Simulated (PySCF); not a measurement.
**How methods differ on the ionisation energy of F⁺**

F⁺ [He] 2s2 2p4 (3P) → F²⁺ [He] 2s2 2p3 (4S), as a difference of total energies. Computed with PySCF 2.14 in ANO-RCC-VTZP (4s3p2d1f, 30 functions), with scalar relativity by spin-free X2C-1e. Correlated levels: valence and next inner shell: nothing frozen. The calculations carry no spin-orbit coupling.

| method | ionisation energy (eV) | plus first-order spin-orbit estimate | error of that sum (eV) |
| --- | --- | --- | --- |
| UHF | 33.479 | 33.499 | -1.472 |
| MP2 (valence and next inner shell) | 34.673 | 34.694 | -0.277 |
| SCS-MP2 (valence and next inner shell) | 34.747 | 34.767 | -0.204 |
| CCSD (valence and next inner shell) | 34.719 | 34.740 | -0.231 |
| CCSD(T) (valence and next inner shell) | 34.740 | 34.761 | -0.210 |
| CCSDT (valence and next inner shell) | 34.742 | 34.762 | -0.209 |

Reference: 34.971 eV (measured; NIST Atomic Spectra Database, ionization energies).

A first-order spin-orbit estimate (lowest level to lowest level, LS coupling) adds 0.021 eV.

Errors of the correlated levels include the incompleteness of this basis.
